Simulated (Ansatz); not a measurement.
```yaml
crystal:
  periodic: [false, false, false]
  atoms:
    - {symbol: F, position_ang: [-1.658695, 0.472306, 1.997380]}
    - {symbol: Si, position_ang: [-1.029045, 1.110825, 0.670047]}
    - {symbol: P, position_ang: [1.136821, 0.544894, 0.602251]}
    - {symbol: Si, position_ang: [0.852747, -1.356162, -0.575298]}
    - {symbol: H, position_ang: [-1.834524, 0.606448, -0.471516]}
    - {symbol: H, position_ang: [-1.140688, 2.587845, 0.760963]}
    - {symbol: H, position_ang: [1.362659, 1.362697, -0.540885]}
    - {symbol: H, position_ang: [0.054960, -1.158890, -1.813642]}
    - {symbol: H, position_ang: [0.151812, -2.321307, 0.309621]}
    - {symbol: H, position_ang: [2.187153, -1.899856, -0.936022]}
basis:
  gaussian: {orbitals: def2-TZVP}
total_charge: 1
magnetization: {spin_polarized: true, initial_magnetization: 1}
hamiltonian: {xc: {name: HF}}
correlation: {method: mp2, frozen_orbitals: {F: 0}}
```

```sh
$ ansatz run in.yaml --threads 2 --pin off --events-out ev --progress --plain --max-ram 4352MiB
```

Problem. How does Ansatz answer? (Best estimate.)

Solution. Computed: The input was rejected before any iteration.
```
Functional definition: HF
Error: "frozen_orbitals" has no count for Si
```
